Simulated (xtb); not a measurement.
xtb input (GFN1-xTB):

```bash
xtb mol.xyz --gfn 1 --sp --chrg 0 --uhf 0
```
mol.xyz:
```
8

C     -1.95128337    -0.11665096     0.17918081
Si    -0.14342990     0.20466928     0.21771629
F      0.44419349    -0.03610994     1.67307258
F      0.17171359     1.71601757    -0.15356361
Cl     0.89108550    -0.98452541    -1.07729003
H     -2.16042376    -1.15215991     0.45027397
H     -2.34983674     0.06582240    -0.81950265
H     -2.46563783     0.53863672     0.88446566
```

Output:

```
           -------------------------------------------------
          |                Calculation Setup                |
           -------------------------------------------------

           -------------------------------------------------
          |                 G F N 1 - x T B                 |
           -------------------------------------------------

        Reference                      10.1021/acs.jctc.7b00118
      * Hamiltonian:
        H0-scaling (s, p, d)           1.850000    2.250000    2.000000
        zeta-weighting                 0.000000
      * Dispersion:
        s8                             2.400000
        a1                             0.630000
        a2                             5.000000
        s9                             0.000000
      * Repulsion:
        kExp                           1.500000
        rExp                           1.000000
      * Coulomb:
        alpha                          2.000000
        third order                    atomic
        anisotropic                    false
      * Halogen bond correction:
        rad-scale                      1.300000
        damping                        0.440000

          ...................................................
          :                      SETUP                      :
          :.................................................:
          :  # basis functions                  38          :
          :  # atomic orbitals                  36          :
          :  # shells                           18          :
          :  # electrons                        32          :
          :  # halogen bonds                     0          :
          :  max. iterations                   250          :
          :  Hamiltonian                  GFN1-xTB          :
          :  restarted?                      false          :
          :  GBSA solvation                  false          :
          :  PC potential                    false          :
          :  electronic temp.          300.0000000     K    :
          :  accuracy                    1.0000000          :
          :  -> integral cutoff          0.2500000E+02      :
          :  -> integral neglect         0.1000000E-07      :
          :  -> SCF convergence          0.1000000E-05 Eh   :
          :  -> wf. convergence          0.2000000E-04 e    :
          :  Broyden damping             0.4000000          :
          :  net charge                          0          :
          :  unpaired electrons                  0          :
          ...................................................

 iter      E             dE          RMSdq      gap      omega  full diag
   1    -20.4429100 -0.204429E+02  0.813E+00    7.81       0.0  T
   2    -20.4453155 -0.240548E-02  0.480E+00    8.08       1.0  T
   3    -20.4447536  0.561814E-03  0.345E-01    8.26       1.0  T
   4    -20.4459695 -0.121587E-02  0.167E-01    8.26       1.0  T
   5    -20.4460241 -0.546360E-04  0.529E-02    8.24       1.0  T
   6    -20.4460252 -0.104711E-05  0.143E-02    8.23       2.5  T
   7    -20.4460275 -0.231562E-05  0.243E-03    8.23      14.5  T
   8    -20.4460276 -0.104763E-06  0.364E-04    8.23      97.0  T
   9    -20.4460276 -0.112433E-08  0.451E-05    8.23     783.3  T
  10    -20.4460276  0.143174E-11  0.282E-05    8.23    1255.2  T

   *** convergence criteria satisfied after 10 iterations ***

         #    Occupation            Energy/Eh            Energy/eV
      -------------------------------------------------------------
         1        2.0000           -0.9135088             -24.8578
       ...           ...                  ...                  ...
        10        2.0000           -0.5256983             -14.3050
        11        2.0000           -0.5246624             -14.2768
        12        2.0000           -0.5175604             -14.0835
        13        2.0000           -0.5059873             -13.7686
        14        2.0000           -0.4768677             -12.9762
        15        2.0000           -0.4740320             -12.8991
        16        2.0000           -0.4581472             -12.4668 (HOMO)
        17                         -0.1555373              -4.2324 (LUMO)
        18                         -0.1263350              -3.4377
        19                         -0.1236736              -3.3653
        20                         -0.1013343              -2.7574
        21                         -0.0668807              -1.8199
       ...                                ...                  ...
        36                          0.9231120              25.1192
      -------------------------------------------------------------
                  HL-Gap            0.3026100 Eh            8.2344 eV
             Fermi-level           -0.3068422 Eh           -8.3496 eV

 SCC (total)                   0 d,  0 h,  0 min,  0.008 sec
 SCC setup                      ...        0 min,  0.000 sec (  1.440%)
 Dispersion                     ...        0 min,  0.000 sec (  0.851%)
 classical contributions        ...        0 min,  0.000 sec (  0.355%)
 integral evaluation            ...        0 min,  0.002 sec ( 23.108%)
 iterations                     ...        0 min,  0.003 sec ( 35.932%)
 molecular gradient             ...        0 min,  0.003 sec ( 34.972%)
 printout                       ...        0 min,  0.000 sec (  3.193%)

         :::::::::::::::::::::::::::::::::::::::::::::::::::::
         ::                     SUMMARY                     ::
         :::::::::::::::::::::::::::::::::::::::::::::::::::::
         :: total energy             -20.344074050815 Eh    ::
         :: gradient norm              0.041343544942 Eh/a0 ::
         :: HOMO-LUMO gap              8.234436291778 eV    ::
         ::.................................................::
         :: SCC energy               -20.446027610070 Eh    ::
         :: -> electrostatic           0.026335669256 Eh    ::
         :: repulsion energy           0.104491644759 Eh    ::
         :: dispersion energy         -0.002538085505 Eh    ::
         :: halogen bond corr.         0.000000000000 Eh    ::
         :: add. restraining           0.000000000000 Eh    ::
         :: total charge               0.000000000000 e     ::
         :::::::::::::::::::::::::::::::::::::::::::::::::::::

           -------------------------------------------------
          |                Property Printout                |
           -------------------------------------------------

    * Orbital Energies and Occupations

         #    Occupation            Energy/Eh            Energy/eV
      -------------------------------------------------------------
         1        2.0000           -0.9135088             -24.8578
       ...           ...                  ...                  ...
         4        2.0000           -0.6338995             -17.2493
         5        2.0000           -0.5851429             -15.9225
         6        2.0000           -0.5580291             -15.1847
         7        2.0000           -0.5520064             -15.0209
         8        2.0000           -0.5501091             -14.9692
         9        2.0000           -0.5446035             -14.8194
        10        2.0000           -0.5256983             -14.3050
        11        2.0000           -0.5246624             -14.2768
        12        2.0000           -0.5175604             -14.0835
        13        2.0000           -0.5059873             -13.7686
        14        2.0000           -0.4768677             -12.9762
        15        2.0000           -0.4740320             -12.8991
        16        2.0000           -0.4581472             -12.4668 (HOMO)
Note: The following floating-point exceptions are signalling: IEEE_DENORMAL
normal termination of xtb
        17                         -0.1555373              -4.2324 (LUMO)
        18                         -0.1263350              -3.4377
        19                         -0.1236736              -3.3653
        20                         -0.1013343              -2.7574
        21                         -0.0668807              -1.8199
        22                         -0.0630677              -1.7162
        23                         -0.0439367              -1.1956
        24                         -0.0429810              -1.1696
        25                         -0.0089740              -0.2442
        26                          0.0128164               0.3488
        27                          0.0478256               1.3014
       ...                                ...                  ...
        36                          0.9231120              25.1192
      -------------------------------------------------------------
                  HL-Gap            0.3026100 Eh            8.2344 eV
             Fermi-level           -0.3068422 Eh           -8.3496 eV

  Mulliken/CM5 charges         n(s)   n(p)   n(d)
     1C    -0.15017 -0.25296   0.984  3.166  0.000
     2Si    0.54713  0.39423   0.990  1.313  1.151
     3F    -0.23185 -0.21026   1.759  5.473  0.000
     4F    -0.23185 -0.21026   1.759  5.473  0.000
     5Cl   -0.09258 -0.04753   1.890  5.213 -0.011
     6H     0.05056  0.10638   0.949  0.000  0.000
     7H     0.05056  0.10638   0.949  0.000  0.000
     8H     0.05819  0.11401   0.942  0.000  0.000

Wiberg/Mayer (AO) data.
largest (>0.10) Wiberg bond orders for each atom

 ---------------------------------------------------------------------------
     #   Z sym  total        # sym  WBO       # sym  WBO       # sym  WBO
 ---------------------------------------------------------------------------
     1   6 C    3.971 --     2 Si   1.048     7 H    0.945     6 H    0.945
                             8 H    0.942
     2  14 Si   4.988 --     5 Cl   1.339     3 F    1.234     4 F    1.234
                             1 C    1.048
     3   9 F    1.314 --     2 Si   1.234
     4   9 F    1.314 --     2 Si   1.234
     5  17 Cl   1.447 --     2 Si   1.339
     6   1 H    0.999 --     1 C    0.945
     7   1 H    0.999 --     1 C    0.945
     8   1 H    0.997 --     1 C    0.942
 ---------------------------------------------------------------------------

Topologies differ in total number of bonds
Writing topology from bond orders to xtbtopo.mol

 dipole moment from electron density (au)
     X       Y       Z
  -0.9919  -0.1809  -0.0256  total (Debye):    2.564

           -------------------------------------------------
          | TOTAL ENERGY              -20.344074050815 Eh   |
          | GRADIENT NORM               0.041343544942 Eh/α |
          | HOMO-LUMO GAP               8.234436291778 eV   |
           -------------------------------------------------

------------------------------------------------------------------------
------------------------------------------------------------------------
 total:
 SCF:
```
